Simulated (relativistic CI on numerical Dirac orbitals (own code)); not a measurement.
## B III: q coefficients

These numbers are calculated, not measured: Dirac-Coulomb-Breit CI, KLI orbitals optimised for each configuration, valence Slater integrals scaled by 0.85, P86 correlation energy added to each configuration, derivatives by finite differences, QED left out (own radial code, finite nucleus).

CI space (outside the closed core 1s2): 2s, 2p, 3s, 3p, 3d. Levels of other configurations are missing.

With x = (α/α₀)² − 1 an excitation energy changes as ω = ω₀ + qx; K = 2q/ω₀ is the relative enhancement. Terms are leading LS components, so labels can repeat.

Lowest level 2s ²S1/2.

```tsv
Level	ω₀ (cm⁻¹)	q (cm⁻¹)
2p ²P°1/2	49670.4	53.37
2p ²P°3/2	49700.7	83.67
3s ²S1/2	180594.2	53.78
3p ²P°1/2	193543.6	69.21
3p ²P°3/2	193551.5	77.09
3d ²D3/2	195040.3	73.94
3d ²D5/2	195043.2	76.8
```

For a near-neutral ion this model can misplace configurations by up to about 10,000 cm⁻¹ (more where the count of f electrons changes) and terms by 10 to 25 % of their spread. Rates follow the energies as ν³ (E1, M1) or ν⁵ (E2), so they and the lifetimes can be off by large factors. The fine structure of a lone outer electron comes out too small, for d and f at times inverted, and misplaced configurations move strength between like terms.

Q: Which transition from the lowest level has the largest |K|?

A: 2p ²P°3/2 at 49700.7 cm⁻¹, K = 0.00337.
